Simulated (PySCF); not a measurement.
Species: C7H5 (doublet state).
Bonds: C1–C2 (aromatic), C2–C3 (aromatic), C3–C4 (aromatic), C4–C5 (aromatic), C5–C6 (aromatic), C6–C7, C1–C6 (aromatic), C5–C7. Hydrogens: H8 on C2; H9 on C3; H10 on C4; H11, H12 on C7.

Structure optimised with GFN2-xTB, isolated species. This method treats the open shell by occupation alone, without spin polarisation.

**Question.** What internal coordinates does the optimisation give?

**Answer.** 
| bond | length (Å) | order |
| --- | --- | --- |
| C1–C2 | 1.396 | aromatic |
| C2–C3 | 1.384 | aromatic |
| C3–C4 | 1.411 | aromatic |
| C4–C5 | 1.350 | aromatic |
| C5–C6 | 1.408 | aromatic |
| C6–C7 | 1.482 | single |
| C1–C6 | 1.327 | aromatic |
| C5–C7 | 1.484 | single |
| C2–H8 | 1.080 | single |
| C3–H9 | 1.080 | single |
| C4–H10 | 1.081 | single |
| C7–H11, C7–H12 | 1.085 | single |

Bonds in one row agree within 0.01 Å and their mean is given. Orders are formal, as drawn. A selection of angles:
| angle | degrees |
| --- | --- |
| C2–C1–C6 | 117.8 |
| C1–C2–C3 | 120.7 |
| C1–C2–H8 | 119.8 |
| C3–C2–H8 | 119.5 |
| C2–C3–C4 | 121.8 |
| C2–C3–H9 | 119.2 |
| C4–C3–H9 | 119.0 |
| C3–C4–C5 | 115.1 |
| C3–C4–H10 | 120.7 |
| C5–C4–H10 | 124.1 |
| C4–C5–C6 | 123.2 |
| C4–C5–C7 | 175.2 |
| C6–C5–C7 | 61.6 |
| C5–C6–C7 | 61.7 |
| C1–C6–C5 | 121.4 |
| C1–C6–C7 | 176.9 |
| C6–C7–H11 | 118.7 |
| C5–C7–C6 | 56.7 |
| C5–C7–H11 | 118.6 |
| H11–C7–H12 | 113.9 |

The 8 C–C bonds span 1.327 Å (C1–C6, aromatic) to 1.484 Å (C5–C7, drawn single), a spread of 0.157 Å. C6 (carbon bonded to 3 C) has angles 176.9°, 121.4° and 61.7°. C4 (carbon bonded to 2 C and H) is planar (angles 124.1°, 120.7° and 115.1°, sum 360.0°, 0.00 Å off the plane of its three neighbours). C3 (carbon bonded to 2 C and H) is planar (angles 121.8°, 119.2° and 119.0°, sum 360.0°, 0.00 Å off the plane of its three neighbours). The 7 heavy atoms lie in one plane (0.000 Å rms). The 6-membered ring C1–C2–C3–C4–C5–C6 has internal angles of 115.1° to 123.2° (sum 720°, against 720° for a flat polygon); it is planar, 0.00 Å rms from its mean plane, widest ring torsion 0°. C2 (carbon bonded to 2 C and H) is planar (angles 120.7°, 119.8° and 119.5°, sum 360.0°, 0.00 Å off the plane of its three neighbours).

Point group: Cs (tolerance 0.08 Å). Whether it is a minimum is left open (no frequencies).

These are computed values.
